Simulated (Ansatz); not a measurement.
System: sum formula SiHBr2, charge 0, multiplicity 2. It need not be the lowest isomer of its formula. 
Coordinates optimised at B3LYP-D3(BJ)/def2-TZVP (Ansatz, an electronic-structure program):
SMILES: Br[SiH]Br
```xyz
4

Br    -1.8346    -0.2583    -0.1266
Si    -0.0309     0.8865     0.5235
Br     1.8486    -0.1590    -0.0776
H     -0.0568     2.1951    -0.1819
```
Charge 0, spin multiplicity 2.

Basis-set convergence of Hartree-Fock and CCSD correlation energies (hartree) with Ansatz. Cores are frozen in the correlated levels unless marked. UHF or UKS for open shells. Spin-orbit coupling is left out. Frozen are the shells of the preceding noble gas and the d and f shells that filled before the atom's block. Non-relativistic.

```csv
basis,functions,E(HF),"E(corr, CCSD)"
def2-SVP,87,-5433.68080,-0.34689
def2-TZVPP,152,-5434.41864,-0.45582
def2-QZVPP,278,-5434.52624,-0.49694
```

Extrapolating the two largest sets (X = 3 and 4) as X^-3: E(corr) = (64·(-0.49694) - 27·(-0.45582))/37 = -0.5269 Eh, an estimate of the basis-set limit. The largest set recovers 94.3 % of it, the smallest 65.8 %.
